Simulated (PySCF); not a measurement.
Ge(OMe)(SiH3) (CH6GeOSi), SMILES [SiH3][Ge][O]C (connectivity only; charge and spin as stated), neutral, multiplicity 1.

The structure is a stationary point at B3LYP-D3(BJ)/def2-SVP. The structure was generated by enumeration; whether it is a known compound was not checked. The values are those of a single conformer.

These are TDA-PBE/def2-SVPD (PySCF 2.14.0) values and carry that method's errors.

Vertical excitations. Isolated molecule, no solvent. State labels are in the subgroup Cs.

Computed UV-visible absorptions:
```csv
state,symmetry,energy (eV),λ (nm),f,main pairs
S1,A",2.39,518,0.002,HOMO→LUMO 99 %
S2,A",4.04,307,0.005,HOMO−1→LUMO 98 %
S3,A',4.74,262,0.014,"HOMO→LUMO+1 74 %, HOMO−2→LUMO 12 %"
S4,A',4.86,255,0.081,"HOMO−2→LUMO 72 %, HOMO→LUMO+1 15 %"
S5,A",4.88,254,0.000,HOMO−3→LUMO 99 %
S6,A',5.16,240,0.010,HOMO−4→LUMO 78 %
S7,A',5.31,233,0.013,HOMO→LUMO+3 85 %
S8,A',5.74,216,0.307,"HOMO→LUMO+4 42 %, HOMO→LUMO+2 38 %"
S9,A',5.94,209,0.345,"HOMO→LUMO+4 54 %, HOMO→LUMO+2 23 %"
S10,A",5.99,207,0.007,HOMO→LUMO+5 92 %
T1,A",1.63,763,0,HOMO→LUMO 99 %
T2,A',3.56,348,0,HOMO−2→LUMO 99 %
T3,A",3.63,341,0,HOMO−1→LUMO 99 %
T4,A',3.97,312,0,HOMO→LUMO+1 98 %
```
Triplets are in the Tamm–Dancoff approximation.
